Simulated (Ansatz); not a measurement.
Two isomers of C2H9BN2: A = `CN(C)BN`, B = `CCNBN`.

Computed with Ansatz on PBE0-D4/def2-TZVP structures; ΔE is electronic, products minus reactants. CCSD(T)/CBS adds triple-zeta CCSD(T) − MP2 to the extrapolated MP2 energy (def2 sets, frozen cores). DFT in def2-TZVPP. B3LYP here is the variant with VWN-RPA as its local correlation; programs differ in this. Each species was taken in one conformer, which may not be the lowest.

A:

```xyz
14

C    -0.0603   -1.3670    0.3394
N    -0.0580   -0.0776   -0.2954
C    -0.3254   -0.1404   -1.7078
B     0.1725    1.1462    0.3680
N     0.4328    1.2676    1.7498
H     0.1575   -1.2859    1.4042
H    -1.0347   -1.8630    0.2358
H     0.6939   -2.0310   -0.1037
H    -0.3097    0.8623   -2.1334
H     0.4241   -0.7496   -2.2313
H    -1.3085   -0.5863   -1.9113
H     0.1458    2.1517   -0.2867
H     0.4786    0.5081    2.4046
H     0.5913    2.1649    2.1679
```

B:

```xyz
14

C     1.4930    1.4627    0.3269
C     0.8679    0.1747    0.8347
N    -0.4471   -0.0702    0.2940
B    -0.8002   -1.1285   -0.5640
N    -2.1016   -1.2960   -1.0836
H     0.8752    2.3273    0.5866
H     2.4823    1.6179    0.7655
H     1.5949    1.4383   -0.7604
H     0.8330    0.1951    1.9319
H     1.4971   -0.6756    0.5618
H    -1.1302    0.6253    0.5526
H     0.0452   -1.9260   -0.8657
H    -2.8758   -0.6854   -0.8902
H    -2.3339   -2.0596   -1.6899
```

Q: Which isomer does CCSD(T)/CBS put lower? Give the gap. (Best estimate.)

A: The calculation gave: B, by 31.6 kJ/mol.

Q: Give E(B) − E(A) in kJ/mol with B3LYP-D4, MP2/def2-TZVPP, PBE-D4, B2PLYP, PBE0-D4, ωB97M-V, CCSD(T)/def2-TZVPP. (An estimate is asked.)

A: Computed: B3LYP-D4 -29.2, MP2/def2-TZVPP -30.7, PBE-D4 -29.3, B2PLYP -31.8, PBE0-D4 -31.1, ωB97M-V -32.0, CCSD(T)/def2-TZVPP -30.4. None reverses the order clearly.

Largest T1 diagnostic: 0.011.

The D4 term adds +3.4 kJ/mol with B3LYP and +1.8 kJ/mol with PBE0; it sums over pairs of atoms, weighted by their polarisabilities, and B3LYP, whose exchange is more repulsive, gets the larger term. In def2-TZVPP, CCSD(T) changes the Hartree–Fock value by +6.2 kJ/mol (the triples alone add +1.4 kJ/mol) and MP2 by +5.9 kJ/mol.
